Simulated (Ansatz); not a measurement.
The cluster Cu₂Cl₂⁻. The state is a doublet with charge -1. Geometry r2SCAN-D4/def2-SVPD, basis def2-TZVPD, Ansatz.

```xyz
4

Cu    1.098   -0.258   -0.252
Cu   -1.098    0.249    0.236
Cl    2.998   -1.150    0.245
Cl   -2.998    1.159   -0.229
```

| run | HOMO (eV) | LUMO (eV) |
| --- | --- | --- |
| A | -1.99 | 0.65 |
| B | -1.59 | 0.29 |
| C | -4.52 | 2.96 |
| D | -1.21 | -0.14 |
| E | -0.99 | -0.38 |

LC-ωPBE has ω = 0.4 bohr⁻¹. HSE06 is defined as in plane-wave codes, on full-range PBE exchange. Another isomer (doublet) lies 0.16 eV lower at PBE0-D4/def2-TZVPD; other spin states weren't run for this one.

HOMO and LUMO are taken over both spins.

Q: The runs used HSE06, LC-ωPBE, PBE, PBE0, r2SCAN. Estimate which is which.

A: A PBE0 (25 % exact exchange); B HSE06 (range-separated); C LC-ωPBE (range-separated); D r2SCAN (0 % exact exchange); E PBE (0 % exact exchange). Exact exchange lowers occupied and raises empty levels; among semilocal functionals meta-GGAs tend to open the gap a little, and such runs are hard to tell apart. The gap grows from 0.62 eV (PBE) to 7.48 eV (LC-ωPBE).
